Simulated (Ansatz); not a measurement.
Basis-set extrapolation for C$_{2}$H$_{8}$FNSi (`CN[SiH](C)F`) (PBE0-D4/def2-TZVP geometry, frozen core, Ansatz). Multiplicity 1, RHF reference.

```json
{"": "HF", "def2-TZVPP": "-523.435808", "def2-QZVPP": "-523.456837"}
{"": "MP2 correlation", "def2-TZVPP": "-0.939318", "def2-QZVPP": "-1.011069"}
{"": "CCSD(T) correlation", "def2-TZVPP": "-1.017615", "def2-QZVPP": "not run"}
```

Energies in hartree. Use E(X) = E(∞) + A·exp(−7.88·√X) for Hartree–Fock and E(X) = E(∞) + B·X^(−2.97) for correlation, with X = 3 and 4, and add CCSD(T) minus MP2 of the smaller set to the MP2 limit.

**Question.** What is the CCSD(T) energy at the basis-set limit?

**Answer.** HF limit: -523.456837 + (-0.021029) × 0.13774 = -523.45973. MP2 limit: -1.011069 + (-0.071751) × 0.74074 = -1.06422. Higher-order term: -1.017615 − (-0.939318) = -0.07830. Total: -524.60225 hartree, 93.4 kcal/mol below CCSD(T)/def2-TZVPP.
